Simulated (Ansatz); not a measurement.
System: Cl, charge 0, doublet.

Hartree-Fock and CCSD correlation energies in hartree (Ansatz, a program for electronic structure). Radicals and triplets start from unrestricted determinants; spin-orbit coupling is neglected. Cores are frozen in correlated methods. No relativity.

| basis | X | E(HF) | E(corr, CCSD) |
|---|---|---|---|
| cc-pV(T+d)Z | 3 | -459.48556 | -0.18222 |
| cc-pV(Q+d)Z | 4 | -459.48916 | -0.19805 |
| cc-pV(5+d)Z | 5 | -459.48973 | withheld |

Problem. Fit E(corr) = E∞ + A/X³ to X = 3 and 4, predict X = 5, and compare with the run.

Solution. A = (-0.18222 - (-0.19805))/(1/27 - 1/64) = 0.7393; E∞ = -0.19805 - A/64 = -0.20960; at X = 5, E∞ + A/125 = -0.20369. The run gave -0.20311, 0.58 mEh above the prediction. The same form on X = 4 and 5 gives E∞ = -0.20842, 1.18 mEh above the first estimate.
